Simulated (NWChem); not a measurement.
Species: CdNH2I; SMILES [NH2][Cd][I]

```xyz
5

Cd     0.0008     1.0773    -0.0157
I     -0.0003    -1.5158     0.0085
N     -0.0032     3.0863     0.1320
H     -0.8167     3.5105    -0.3138
H      0.8130     3.5134    -0.3057
```
Atoms are numbered in this order, from 1.

Coordinates come from a PBE0/def2-SVP optimisation. Not confirmed as a minimum by frequencies. def2 effective core potentials on Cd, I; no spin-orbit coupling.

Task: List the 4 lowest vertical singlet excitations from PBE0/def2-SVPD with def2 effective core potentials on Cd, I, TDA (NWChem).

Result: 
| state | energy (eV) | oscillator strength | leading excitation (squared amplitude) |
|---|---|---|---|
| S1 | 4.49 | 0.041 | HOMO → LUMO (0.93) |
| S2 | 4.77 | 0.020 | HOMO−1 → LUMO (0.99) |
| S3 | 4.91 | 0.061 | HOMO−2 → LUMO (0.94) |
| S4 | 5.40 | 0.005 | HOMO → LUMO+1 (0.99) |
